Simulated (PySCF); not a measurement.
Geometry:
```csv
atom,x (Å),y (Å),z (Å)
C1,2.952,1.661,-0.507
C2,3.085,0.394,0.313
N3,2.287,-0.752,-0.155
C4,2.519,-1.877,0.747
C5,2.610,-1.136,-1.525
Al6,0.101,-0.351,-0.049
N7,-2.079,-0.025,0.155
C8,-2.522,-0.833,1.285
C9,-2.694,-0.481,-1.087
C10,-2.267,1.417,0.382
C11,-3.698,1.894,0.575
H12,3.526,2.463,-0.020
H13,1.902,1.978,-0.582
H14,3.347,1.547,-1.527
H15,2.758,0.593,1.345
H16,4.150,0.086,0.361
H17,2.207,-1.599,1.764
H18,1.915,-2.736,0.427
H19,3.588,-2.162,0.764
H20,2.003,-2.010,-1.801
H21,3.681,-1.391,-1.635
H22,2.356,-0.322,-2.216
H23,-0.175,-1.933,-0.302
H24,0.318,0.231,1.455
H25,0.124,0.638,-1.335
H26,-2.039,-0.470,2.203
H27,-2.210,-1.875,1.122
H28,-3.619,-0.808,1.416
H29,-3.797,-0.428,-1.054
H30,-2.396,-1.523,-1.270
H31,-2.325,0.131,-1.921
H32,-1.806,1.930,-0.477
H33,-1.655,1.677,1.260
H34,-3.699,2.984,0.724
H35,-4.332,1.683,-0.299
H36,-4.174,1.443,1.459
```

Geometry: PBE0-D3(BJ)/def2-SVP; GIAO absolute shieldings from PySCF, gas phase, non-relativistic, averaged over equivalent atoms.

At PBE0/pcSseg-1 (319 basis functions, 2.4 min wall time on 1 thread of an Arm Neoverse V1, shared host):
| atoms | σ (ppm) |
| --- | --- |
| C2/C10 | 131.8 |
| C4/C5/C8/C9 | 141.9 |
| C1/C11 | 174.6 |
| N3/N7 | 216.7 |
| Al6 | 453.2 |
| H23/H24/H25 | 27.94 |
| H15/H16/H32/H33 | 28.76 |
| H17/H18/H19/H20/H21/H22/H26/H27/H28/H29/H30/H31 | 29.10 |
| H12/H13/H14/H34/H35/H36 | 30.14 |

Task: Predict the values at B3LYP/pcSseg-1 on the same geometry.

Result: 
```
                                          atoms  σ at B3LYP/pcSseg-1  change
                                         C2/C10                125.2    -6.6
                                    C4/C5/C8/C9                136.0    -5.9
                                         C1/C11                169.0    -5.6
                                          N3/N7                209.1    -7.6
                                            Al6                447.1    -6.1
                                    H23/H24/H25                28.20   +0.26
                                H15/H16/H32/H33                28.85   +0.09
H17/H18/H19/H20/H21/H22/H26/H27/H28/H29/H30/H31                29.20   +0.10
                        H12/H13/H14/H34/H35/H36                30.24   +0.10
```

The largest change is at N3/N7 (ammonium nitrogen). Cost: 319 basis functions, 110 s wall time on 1 thread of an Arm Neoverse V1, shared host. The order of the carbon signals is the same at both levels.

The carbons averaged at δ 42.5 differ by 9 ppm in this conformer.
